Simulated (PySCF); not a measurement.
**ZnF⁺: everyday levels beside a composite calculation**

PySCF; the state is a singlet (closed shell). The composite is CCSD(T) extrapolated to the basis-set limit from two correlation-consistent sets, with core-valence (CV) and scalar-relativistic (SR) terms as its label shows; it has no spin–orbit coupling and nothing beyond (T). Here it is CCSD(T)/CBS(TQ)+CV. It gives Re = 1.698 Å, ωe = 749 cm⁻¹ and De = 2.99 eV to Zn⁺ + F.

```csv
level,basis,relativity,Re (Å),ωe (cm⁻¹),De (eV)
RHF,x2c-SVPall,spin-free X2C,1.713,767,0.91
RHF,def2-TZVPPD,no relativity,1.707,775,1.11
RHF-SCS-MP2,x2c-SVPall,spin-free X2C,1.728,720,2.79
RHF-SCS-MP2,def2-TZVPPD,no relativity,1.712,729,3.02
RHF-CCSD,def2-SVPD,no relativity,1.726,728,3.08
RHF-CCSD(T),def2-TZVPPD,no relativity,1.715,719,2.93
LDA,def2-SVPD,no relativity,1.700,729,4.20
BP86,x2c-SVPall,spin-free X2C,1.737,679,3.11
ωB97X,def2-TZVPPD,no relativity,1.709,739,3.07
LC-ωPBE,x2c-SVPall,spin-free X2C,1.709,745,2.88
```

Q: Give the difference of each row from the composite.

A: 

| level | basis | ΔRe (pm) | Δωe (%) | ΔDe (eV) |
| --- | --- | --- | --- | --- |
| RHF | x2c-SVPall | +1.5 | +2.4 | -2.08 |
| RHF | def2-TZVPPD | +0.9 | +3.5 | -1.88 |
| RHF-SCS-MP2 | x2c-SVPall | +3.0 | -3.9 | -0.20 |
| RHF-SCS-MP2 | def2-TZVPPD | +1.4 | -2.7 | +0.03 |
| RHF-CCSD | def2-SVPD | +2.8 | -2.8 | +0.09 |
| RHF-CCSD(T) | def2-TZVPPD | +1.7 | -4.0 | -0.06 |
| LDA | def2-SVPD | +0.2 | -2.7 | +1.21 |
| BP86 | x2c-SVPall | +3.9 | -9.3 | +0.12 |
| ωB97X | def2-TZVPPD | +1.1 | -1.3 | +0.08 |
| LC-ωPBE | x2c-SVPall | +1.1 | -0.5 | -0.11 |

Q: Which rows come closest in De?

A: RHF-SCS-MP2 in def2-TZVPPD (+0.03 eV), counted from the composite.

Correlated steps freeze the inner cores (5 to 6 orbitals); shallow outer-core shells are correlated. Correlated levels converge slowly with the basis: in double zeta they bind strong bonds too weakly, by up to about 1 eV, and carry superposition errors of some tenths. For an ion De counts to the pair picked by the measured ionisation energies or electron affinities, which need not be the lowest pair at this level. Where the molecule has an RHF reference, its open-shell atoms are computed with UHF. The CCSD T1 diagnostic is raised in ZnF⁺, a sign that a single reference may not be enough there.
